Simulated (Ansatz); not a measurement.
Conformers of CH$_{6}$F$_{2}$Si$_{2}$ (`C[SiH2][SiH](F)F`), each relaxed with PBE0-D4/def2-TZVP in Ansatz. CBS adds the triple-zeta coupled-cluster correction to the MP2 limit.

Not all of them had a frequency check.

Conformer A:

Cartesian coordinates in Å:
```
C 0.225 -1.491 0.885
Si -0.835 -0.068 0.279
Si 0.451 1.434 -0.979
F 1.149 0.653 -2.184
F -0.479 2.555 -1.629
H -0.375 -2.194 1.467
H 1.037 -1.131 1.520
H 0.664 -2.031 0.044
H -1.419 0.686 1.423
H -1.951 -0.556 -0.577
H 1.533 2.142 -0.248
```

Conformer B:

Z-matrix (Å, degrees):
```
C
Si 1 1.873
H 1 1.092 2 110.6
H 1 1.092 2 110.6 3 119.9
H 1 1.092 2 110.7 3 -120.1
Si 2 2.343 1 110.8 3 -59.9
H 2 1.490 1 111.4 3 -179.7
H 2 1.490 1 111.4 3 59.8
F 6 1.597 2 109.4 1 58.1
F 6 1.597 2 109.4 1 -58.1
H 6 1.483 2 117.1 1 -180.0
```

Q: Which is lowest in electronic energy at CCSD(T)/CBS (frozen core, def2 sets), and by how much? (An estimate is asked.)

A: The calculation gave: B; A lies 1.1 kJ/mol higher. Gaps under about 2 kJ/mol don't settle the order.

Q: Give the energies relative to B (kJ/mol) with r2SCAN-D4/def2-TZVPP, PBE0-D4/def2-TZVPP, ωB97M-V/def2-TZVPP, PBE0/def2-TZVPP, B3LYP/def2-TZVPP, MP2/def2-TZVPP, MP2/CBS(def2). (An estimate is asked.)

A: Computed: 
```json
{"level": "r2SCAN-D4/def2-TZVPP", "A": "1.2"}
{"level": "PBE0-D4/def2-TZVPP", "A": "1.2"}
{"level": "ωB97M-V/def2-TZVPP", "A": "1.2"}
{"level": "PBE0/def2-TZVPP", "A": "1.0"}
{"level": "B3LYP/def2-TZVPP", "A": "1.0"}
{"level": "MP2/def2-TZVPP", "A": "1.1"}
{"level": "MP2/CBS(def2)", "A": "1.2"}
```

B3LYP here is the variant with VWN-RPA as its local correlation; programs differ in this.
